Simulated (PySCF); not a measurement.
CH4Al, SMILES [CH3][AlH], multiplicity 2.

Geometry optimised at ωB97X-D3(BJ)/def2-TZVP. The multiplicity is an assumed one; other spin states were not compared. The isomer is the one that the SMILES or the coordinates give; other isomers of the formula were not compared.

Calculation: C-PCM-PBE0/def2-SVP (PySCF).

The values are the electrostatic part of the solvation free energy, E(continuum) − E(gas) at the gas-phase geometry, in a cavity of scaled van der Waals radii (PySCF's table); cavitation and dispersion terms are not included. A continuum can't describe solvent molecules that bind to the metal. The dipole moment in vacuum is 0.68 D.

Computed values in water (ε = 78.36), tetrahydrofuran (ε = 7.43), methanol (ε = 32.61):
```json
[
 {"solvent": "water", "ε": "78.36", "ΔG(elec) (kcal/mol)": "-2.8", "dipole (D)": "0.98"},
 {"solvent": "tetrahydrofuran", "ε": "7.43", "ΔG(elec) (kcal/mol)": "-2.4", "dipole (D)": "0.93"},
 {"solvent": "methanol", "ε": "32.61", "ΔG(elec) (kcal/mol)": "-2.7", "dipole (D)": "0.97"}
]
```
